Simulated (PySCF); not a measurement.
**Two-component Hartree-Fock for Re⁵⁹⁺ (rhenium, charge +59)**

Start: [Ne] 3s2 3p4; 3p1/2 filled at m_j = -1/2, +1/2; 3p3/2 filled at m_j = +1/2, +3/2. Calculated with PySCF 2.14 in an uncontracted even-tempered set (18 s from 18 bohr⁻², ratio 2.4; 14 p from 24 bohr⁻², ratio 2.4; 4 d from 83 bohr⁻², ratio 2.6; 4 f from 120 bohr⁻², ratio 2.6): generalised Hartree-Fock with the X2C-1e Hamiltonian and a Gaussian nucleus; one run each with spin-orbit coupling (SO) switched off, then screened by Boettger's factors.

```json
{"spinor shell": "1s1/2", "electrons": "2", "ε, spin-free (eV)": "-76681.0", "ε, screened SO (eV)": "-76651.3", "weight of nominal j (screened SO)": "1.000", "rms radius, screened SO (bohr)": "0.0204"}
{"spinor shell": "2s1/2", "electrons": "2", "ε, spin-free (eV)": "-17064.1", "ε, screened SO (eV)": "-17052.7", "weight of nominal j (screened SO)": "1.000", "rms radius, screened SO (bohr)": "0.0813"}
{"spinor shell": "2p1/2", "electrons": "2", "ε, spin-free (eV)": "-15481.0", "ε, screened SO (eV)": "-16533.5", "weight of nominal j (screened SO)": "1.000", "rms radius, screened SO (bohr)": "0.0689"}
{"spinor shell": "2p3/2", "electrons": "4", "ε, spin-free (eV)": "-15481.0", "ε, screened SO (eV)": "-15050.0", "weight of nominal j (screened SO)": "1.000", "rms radius, screened SO (bohr)": "0.0762"}
{"spinor shell": "3s1/2", "electrons": "2", "ε, spin-free (eV)": "-6756.7", "ε, screened SO (eV)": "-6752.5", "weight of nominal j (screened SO)": "1.000", "rms radius, screened SO (bohr)": "0.196"}
{"spinor shell": "3p1/2", "electrons": "2", "ε, spin-free (eV)": "-6293.7", "ε, screened SO (eV)": "-6557.6", "weight of nominal j (screened SO)": "1.000", "rms radius, screened SO (bohr)": "0.186"}
{"spinor shell": "3p3/2", "electrons": "2", "ε, spin-free (eV)": "-6293.7", "ε, screened SO (eV)": "-6180.9", "weight of nominal j (screened SO)": "1.000", "rms radius, screened SO (bohr)": "0.197"}
```

```tsv
quantity	spin-free	screened SO
E (hartree)	-12877.24093	-12905.35176
M_J	2	2
⟨J²⟩	6.000	6.001
⟨L²⟩	2.000	3.301
⟨S²⟩	2.000	1.408
```

Each row is a mean over spinors that exchange with the open shell spreads, by up to 39.417 eV (3s1/2).

Breit and QED terms are absent; they matter most for the inner s and p1/2 levels.

Densities and radii are taken from the X2C orbitals without a picture-change correction, which distorts them close to the nucleus.

Without spin-orbit coupling the j labels of p, d and f shells carry no meaning; the spin-free column gives the mean over the occupied spinors of each nl shell.
